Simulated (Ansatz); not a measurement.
Consider the redistribution: `C[O][Al]([SH])[SH]` + `F[SiH2]P` → `[F][Al]([SH])[SH]` + `CO[SiH2]P`.

Isolated molecules relaxed with PBE0-D4/def2-TZVP in Ansatz; ΔE leaves out vibrations. CCSD(T)/CBS adds triple-zeta CCSD(T) − MP2 to the extrapolated MP2 energy (def2 sets, frozen cores). One conformer a species, not always the lowest.

```tsv
species	CCSD(T)/CBS(def2) energy (Eh)
`C[O][Al]([SH])[SH]`	-1153.93753
`F[SiH2]P`	-732.27050
`[F][Al]([SH])[SH]`	-1138.73400
`CO[SiH2]P`	-747.47858
```

**Question.** Work out ΔE.

**Answer.** ΔE = (-1138.73400) + (-747.47858) − (-1153.93753) − (-732.27050) = -0.00455 Eh = -2.9 kcal/mol.

Largest T1 diagnostic among the species: 0.013.

In def2-TZVPP, CCSD(T) changes the Hartree–Fock value by −1.2 kcal/mol (the triples alone add −0.2 kcal/mol) and MP2 by −1.4 kcal/mol.
